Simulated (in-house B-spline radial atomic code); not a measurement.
Ionisation energies along the 21-electron series, configuration [Ar] 3d3, as differences of self-consistent energies. Dirac energy differences include first-order Breit, QED and recoil terms. NIST's values go from ground level to ground level; the uncertainty of those that are theory runs from under 0.1 % in few-electron ions to several per cent in heavy many-electron ones. Computed with a radial B-spline atomic code at the basis-set limit: Dirac-Hartree-Fock, average of the configuration, finite nuclei.

```json
{"ion": "Cd27+", "configuration after": "[Ar] 3d2", "ionisation energy (eV)": "1470.6", "IE/(q+1)² (eV)": "1.8758", "Breit and QED recoil part (eV)": "-0.41686", "tabulated value (eV)": "1477", "tabulated kind": "tabulated theory", "computed minus tabulated (eV)": "-6.4"}
{"ion": "In28+", "configuration after": "[Ar] 3d2", "ionisation energy (eV)": "1568.4", "IE/(q+1)² (eV)": "1.8649", "Breit and QED recoil part (eV)": "-0.46567", "tabulated value (eV)": "1575", "tabulated kind": "tabulated theory", "computed minus tabulated (eV)": "-6.6"}
{"ion": "Sn29+", "configuration after": "[Ar] 3d2", "ionisation energy (eV)": "1669.2", "IE/(q+1)² (eV)": "1.8546", "Breit and QED recoil part (eV)": "-0.51784", "tabulated value (eV)": "1676", "tabulated kind": "tabulated theory", "computed minus tabulated (eV)": "-6.8"}
{"ion": "Sb30+", "configuration after": "[Ar] 3d2", "ionisation energy (eV)": "1773.0", "IE/(q+1)² (eV)": "1.845", "Breit and QED recoil part (eV)": "-0.57356", "tabulated value (eV)": "1781", "tabulated kind": "tabulated theory", "computed minus tabulated (eV)": "-8.0"}
{"ion": "Te31+", "configuration after": "[Ar] 3d2", "ionisation energy (eV)": "?", "IE/(q+1)² (eV)": "?", "Breit and QED recoil part (eV)": "?", "tabulated value (eV)": "?", "tabulated kind": "tabulated theory", "computed minus tabulated (eV)": "?"}
{"ion": "I32+", "configuration after": "[Ar] 3d2", "ionisation energy (eV)": "?", "IE/(q+1)² (eV)": "?", "Breit and QED recoil part (eV)": "?", "tabulated value (eV)": "?", "tabulated kind": "tabulated theory", "computed minus tabulated (eV)": "?"}
{"ion": "Xe33+", "configuration after": "[Ar] 3d2", "ionisation energy (eV)": "2103.0", "IE/(q+1)² (eV)": "1.8192", "Breit and QED recoil part (eV)": "-0.76273", "tabulated value (eV)": "2113", "tabulated kind": "tabulated theory", "computed minus tabulated (eV)": "-10.0"}
{"ion": "Cs34+", "configuration after": "[Ar] 3d2", "ionisation energy (eV)": "2219.2", "IE/(q+1)² (eV)": "1.8116", "Breit and QED recoil part (eV)": "-0.83356", "tabulated value (eV)": "2230", "tabulated kind": "tabulated theory", "computed minus tabulated (eV)": "-10.8"}
```

(1) Fill in the row of Te31+.

(2) Fill in the row of I32+.

Where a p, d or f electron is removed, the computed value is a mean over both j, so it misses the tabulated one by a part of the spin-orbit splitting; averaging over terms and missing correlation add to the gap, relatively most at low charge.

Results:

(1) ionisation energy (eV): 1880.0; IE/(q+1)² (eV): 1.8359; Breit and QED recoil part (eV): -0.6328; tabulated value (eV): 1889; computed minus tabulated (eV): -9.0.

(2) ionisation energy (eV): 1990.0; IE/(q+1)² (eV): 1.8273; Breit and QED recoil part (eV): -0.69589; tabulated value (eV): 1999; computed minus tabulated (eV): -9.0.
